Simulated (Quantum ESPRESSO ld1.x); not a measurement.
Coherent X-ray form factor from a spherical all-electron density. All-electron calculation, scalar-relativistic Kohn-Sham, LDA (Slater exchange, Perdew-Wang correlation), spin-polarised, spherical densities, point nucleus. Program: ld1.x of Quantum ESPRESSO 7.5.

sin(theta)/lambda (1/angstrom)  f0 (electrons)
0.05                                    34.894
0.1                                     34.580
0.15                                    34.070
0.2                                     33.382
0.25                                    32.540
0.3                                     31.571
0.4                                     29.373
0.5                                     27.021
0.6                                     24.708
0.8                                     20.641
1                                       17.463
1.25                                    14.368
1.5                                     11.826
2                                        8.092

The species is in the configuration that NIST lists as its ground one. Which atom or ion scatters so?

Answer. The iodine ion I18+, [Ar] 3d10 4s2 4p5. Extrapolating in s^2 from the first two rows gives f0(0) = 35.0, near the electron count 35; among species with that count, the fall with angle is slower the higher Z, and the table is that of Z = 53; from so few rows the species is fixed only to a neighbour or two.
